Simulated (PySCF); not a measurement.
Species: C2H7FSi2.
Numbering: `[F:1][SiH2:2]/[CH:3]=[CH:4]/[SiH3:5]` (hydrogens: H6, H7 on Si2; H8 on C3; H9 on C4; H10, H11, H12 on Si5)

Computed by this run: PBE0-D3(BJ)/def2-SVP geometry optimisation, gas phase in PySCF 2.14.0; density fitting, grid level 1; the optimiser is geomeTRIC in internal coordinates, started from a GFN2-xTB structure with every atom displaced at random (about 0.03 Å).

Geometry at step 2:
```
atom  x, y, z in Å
F1      2.5364   -0.8000    1.0218
Si2     2.2556    0.3098   -0.1318
C3      0.4272    0.3744   -0.4136
C4     -0.4023   -0.3687    0.3501
Si5    -2.2412   -0.2899    0.1107
H6      2.9672   -0.0993   -1.3829
H7      2.7741    1.6231    0.3470
H8      0.0398    1.0267   -1.2225
H9     -0.0087   -1.0326    1.1385
H10    -2.5837    0.4599   -1.1502
H11    -2.7827   -1.6852    0.0510
H12    -2.8640    0.3978    1.2809
```

**Question.** What forces act on the atoms?

**Answer.** 
| atom | Fx (eV/Å) | Fy (eV/Å) | Fz (eV/Å) |
| --- | --- | --- | --- |
| F1 | 0.018 | -0.067 | 0.063 |
| Si2 | 0.184 | 0.138 | -0.257 |
| C3 | 0.038 | -0.218 | 0.201 |
| C4 | 0.068 | 0.339 | -0.420 |
| Si5 | -0.410 | -0.139 | -0.041 |
| H6 | 0.027 | 0.008 | 0.122 |
| H7 | 0.054 | -0.021 | 0.007 |
| H8 | -0.045 | -0.216 | 0.306 |
| H9 | 0.142 | 0.199 | -0.148 |
| H10 | 0.101 | -0.111 | 0.187 |
| H11 | -0.088 | 0.064 | -0.041 |
| H12 | -0.090 | 0.022 | 0.021 |

The largest, 0.54 eV/Å, acts on C4; the rms over all components is 0.169 eV/Å. The forces sum to zero within rounding, as they must for an isolated molecule in no field.

**Question.** Give the force on C4 in Eh/bohr and in nN.

**Answer.** 0.544 eV/Å ÷ 51.422 = 0.01059 Eh/bohr, and 0.544 eV/Å × 1.602 = 0.87 nN.

**Question.** How far is this geometry from the end of the optimisation?

**Answer.** 0.040 eV above it, and 0.111 Å rms away after alignment. The bonds farthest from their final lengths, with half the difference of the two atoms' forces along the bond (positive lengthens):

| bond | now (Å) | final (Å) | force along bond (eV/Å) |
| --- | --- | --- | --- |
| C4–Si5 | 1.856 | 1.875 | +0.20 |
| Si5–H10 | 1.506 | 1.495 | -0.15 |
| Si2–C3 | 1.851 | 1.861 | +0.03 |
| C3–H8 | 1.109 | 1.100 | -0.02 |
| Si2–H6 | 1.496 | 1.491 | -0.18 |
| C3=C4 | 1.350 | 1.345 | -0.34 |

The angle farthest from its final value is C3–C4–H9, 121.1° against 117.5°.

Of the 3 listed bonds off by 0.010 Å or more, this force points towards the final length in 3.

The cost below is that of the whole optimisation. Hardware: one thread of an Arm Neoverse V1, no GPU, shared host. Cost: 46 s, 0.44 GiB resident at most.
